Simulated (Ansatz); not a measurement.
`BB(C)C[SiH3]`. Total charge 0; spin multiplicity 1. All single points use the PBE0-D4/def2-TZVP geometry. It is one conformer, not always the lowest.

```xyz
15

B     0.403    1.239    1.665
B     0.394    0.645    0.120
C    -0.156    1.552   -1.047
C     0.824   -0.821   -0.203
Si   -0.692   -1.936   -0.097
H     1.358    1.826    2.098
H    -0.530    1.148    2.416
H    -0.082    2.628   -0.874
H    -1.230    1.332   -1.134
H     0.286    1.317   -2.020
H     1.541   -1.253    0.503
H     1.212   -0.938   -1.221
H    -0.326   -3.331   -0.460
H    -1.245   -1.936    1.283
H    -1.756   -1.473   -1.028
```

(1) What is the dipole moment at PBE/def2-TZVPP? (An estimate is asked.)

(2) And with r2SCAN, B3LYP, ωB97M-V? (Estimate.)

(3) Give the Mulliken charges with PBE, ωB97M-V, r2SCAN in def2-TZVPP. (Best estimate.)

Answers

(1) The calculation gave: 0.83 D, with components (0.41, -0.09, -0.72) D in this frame, pointing from negative to positive charge.

(2) Ansatz gave: r2SCAN 0.81 D, B3LYP 0.77 D, ωB97M-V 0.77 D.

(3) Computed: 
```json
{"atom": "B1", "PBE": "-0.16", "ωB97M-V": "-0.27", "r2SCAN": "-0.09"}
{"atom": "B2", "PBE": "0.14", "ωB97M-V": "0.14", "r2SCAN": "0.18"}
{"atom": "C3", "PBE": "-0.34", "ωB97M-V": "-0.37", "r2SCAN": "-0.25"}
{"atom": "C4", "PBE": "-0.23", "ωB97M-V": "-0.35", "r2SCAN": "-0.25"}
{"atom": "Si5", "PBE": "0.17", "ωB97M-V": "0.17", "r2SCAN": "0.26"}
{"atom": "H6", "PBE": "0.03", "ωB97M-V": "0.09", "r2SCAN": "0.01"}
{"atom": "H7", "PBE": "0.04", "ωB97M-V": "0.09", "r2SCAN": "0.01"}
{"atom": "H8", "PBE": "0.10", "ωB97M-V": "0.11", "r2SCAN": "0.06"}
{"atom": "H9", "PBE": "0.10", "ωB97M-V": "0.11", "r2SCAN": "0.07"}
{"atom": "H10", "PBE": "0.09", "ωB97M-V": "0.10", "r2SCAN": "0.05"}
{"atom": "H11", "PBE": "0.11", "ωB97M-V": "0.13", "r2SCAN": "0.08"}
{"atom": "H12", "PBE": "0.10", "ωB97M-V": "0.12", "r2SCAN": "0.08"}
{"atom": "H13", "PBE": "-0.05", "ωB97M-V": "-0.03", "r2SCAN": "-0.08"}
{"atom": "H14", "PBE": "-0.05", "ωB97M-V": "-0.02", "r2SCAN": "-0.07"}
{"atom": "H15", "PBE": "-0.06", "ωB97M-V": "-0.03", "r2SCAN": "-0.07"}
```

B3LYP here is the variant with VWN-RPA as its local correlation; programs differ in this.
